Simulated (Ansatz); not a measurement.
`O[SiH2]B(O)F` + `C[SiH2]N` → `C[SiH2]N[SiH2]O` + `OBF`  (cleavage of the Si–B bond)

Gas-phase electronic energies from Ansatz, PBE0-D4/def2-TZVP geometries. CCSD(T)/CBS adds triple-zeta CCSD(T) − MP2 to the extrapolated MP2 energy (def2 sets, frozen cores). This one scheme is used for every species. Each species was taken in one conformer, which may not be the lowest.

```tsv
species	HF/CBS(def2) energy (Eh)
`O[SiH2]B(O)F`	-565.43004
`C[SiH2]N`	-385.43101
`C[SiH2]N[SiH2]O`	-750.53942
`OBF`	-200.36756
```

Task: Work out ΔE.

Result: ΔE = (-750.53942) + (-200.36756) − (-565.43004) − (-385.43101) = -0.04593 Eh = -28.8 kcal/mol. CCSD(T)/CBS gives -26.7 kcal/mol.

Largest T1 diagnostic among the species: 0.013.

The D4 term adds −1.3 kcal/mol with B3LYP and −0.8 kcal/mol with PBE0; it sums over pairs of atoms, weighted by their polarisabilities, and B3LYP, whose exchange is more repulsive, gets the larger term. From PBE to PBE0 (25 % exact exchange), in def2-TZVPP and without D4, ΔE moves by −1.7 kcal/mol.

B3LYP here is the variant with VWN-RPA as its local correlation; programs differ in this.
